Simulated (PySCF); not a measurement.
Species: C₄H₇NSi.
InChI=1S/C4H7NSi/c6-5-4-2-1-3-4/h1-2H,3H2,6H3/b5-4-

The closed-shell ground state was solved at several levels (PySCF, density fitting, gas phase, non-relativistic). Isolated species at its PBE0-D3(BJ)/def2-SVP geometry, gas phase.

```
             level  basis functions  total energy (Eh)  HOMO (eV)  LUMO (eV)  gap (eV)  dipole (D)
   B3LYP/def2-TZVP              234          -500.9338      -6.70      -1.60      5.10        2.57
      B3LYP/6-31G*              102          -500.8155      -6.42      -1.19      5.23        2.51
  PBE0/aug-cc-pVDZ              205          -500.4628      -6.92      -1.40      5.52        2.56
    B3LYP/pcSseg-1              144          -500.8120      -6.71      -1.56      5.15        2.45
BHandHLYP/pcSseg-1              144          -500.6446      -8.21      -0.21      8.00        2.63
```

Estimate the row for BP86/pcSseg-1, a basis of 144 functions; the other rows only guide the guess.

Total energy -500.8158 Eh, HOMO -5.72 eV, LUMO -2.46 eV, gap 3.26 eV, dipole 2.34 D.

Over all these levels, which gives the widest orbital gap and which the narrowest?

BHandHLYP/pcSseg-1 (global hybrid, 50 % exact exchange) has the widest, 8.00 eV, and BP86/pcSseg-1 (GGA) the narrowest, 3.26 eV. The two share the basis. From the narrowest to the widest the HOMO moves by -2.49 eV and the LUMO by +2.25 eV.

How much does the basis alone move the frontier levels among the 3 B3LYP rows?

The HOMO by 0.29 eV and the LUMO by 0.41 eV. By rising basis size (HOMO, LUMO in eV): 6-31G* -6.42, -1.19; pcSseg-1 -6.71, -1.56; def2-TZVP -6.70, -1.60.

In the pcSseg-1 basis, how does the gap go with the fixed share of exact exchange?

BP86 (0 %) 3.26 eV; B3LYP (20 %) 5.15 eV; BHandHLYP (50 %) 8.00 eV. Each rise in the share widens the gap here.

How far do the dipole and the HOMO energy spread over the levels?

The dipole runs from 2.34 to 2.63 D (mean 2.51 D) and the HOMO from -8.21 to -5.72 eV.
